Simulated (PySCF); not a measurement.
Cartesian coordinates in Å; atom numbers follow the order of the lines, from 1:
```xyz
22

C    -2.610    1.069    0.952
C    -1.822    0.507   -0.207
O    -0.826   -0.362    0.281
Si    0.109   -1.353   -0.691
C     0.927   -2.593    0.435
C     1.352   -0.282   -1.603
C     1.896    0.839   -1.092
Si    1.636    1.571    0.627
H    -3.077    0.258    1.529
H    -3.401    1.746    0.595
H    -1.949    1.632    1.628
H    -2.496   -0.034   -0.900
H    -1.361    1.328   -0.789
H    -0.770   -2.028   -1.701
H     0.170   -3.166    0.993
H     1.546   -3.298   -0.140
H     1.574   -2.075    1.160
H     1.644   -0.572   -2.623
H     2.597    1.402   -1.728
H     1.566    0.531    1.693
H     0.419    2.440    0.685
H     2.818    2.445    0.907
```

Geometry: PBE0-D3(BJ)/def2-SVP; GIAO absolute shieldings from PySCF 2.14, gas phase, non-relativistic, averaged over equivalent atoms.

At KT2/pcSseg-1 (220 basis functions, 95 s wall time on 1 thread of an Arm Neoverse N1, shared host):
```json
{"atoms": "C6", "σ (ppm)": "32.9"}
{"atoms": "C7", "σ (ppm)": "42.8"}
{"atoms": "C2", "σ (ppm)": "118.9"}
{"atoms": "C1", "σ (ppm)": "162.9"}
{"atoms": "C5", "σ (ppm)": "184.0"}
{"atoms": "O3", "σ (ppm)": "265.6"}
{"atoms": "Si4", "σ (ppm)": "363.8"}
{"atoms": "Si8", "σ (ppm)": "439.9"}
{"atoms": "H19", "σ (ppm)": "24.21"}
{"atoms": "H18", "σ (ppm)": "24.29"}
{"atoms": "H14", "σ (ppm)": "26.06"}
{"atoms": "H20/H21/H22", "σ (ppm)": "26.90"}
{"atoms": "H13", "σ (ppm)": "27.30"}
{"atoms": "H12", "σ (ppm)": "27.56"}
{"atoms": "H9/H10/H11", "σ (ppm)": "29.88"}
{"atoms": "H15/H16/H17", "σ (ppm)": "30.77"}
```

Estimate the result of repeating the calculation with PBE0/pcSseg-1.

Results:


| atoms | σ at PBE0/pcSseg-1 | change |
| --- | --- | --- |
| C6 | 22.3 | -10.6 |
| C7 | 31.5 | -11.3 |
| C2 | 122.4 | +3.5 |
| C1 | 164.6 | +1.7 |
| C5 | 185.6 | +1.6 |
| O3 | 282.5 | +16.9 |
| Si4 | 355.0 | -8.8 |
| Si8 | 428.5 | -11.4 |
| H19 | 24.08 | -0.13 |
| H18 | 24.16 | -0.13 |
| H14 | 26.34 | +0.28 |
| H20/H21/H22 | 27.05 | +0.15 |
| H13 | 27.63 | +0.33 |
| H12 | 27.81 | +0.25 |
| H9/H10/H11 | 29.97 | +0.09 |
| H15/H16/H17 | 30.89 | +0.12 |

The largest change is at O3 (oxygen bonded to C, Si). Cost: 220 basis functions, 88 s wall time on 1 thread of an Arm Neoverse N1, shared host. The order of the carbon signals is the same at both levels.
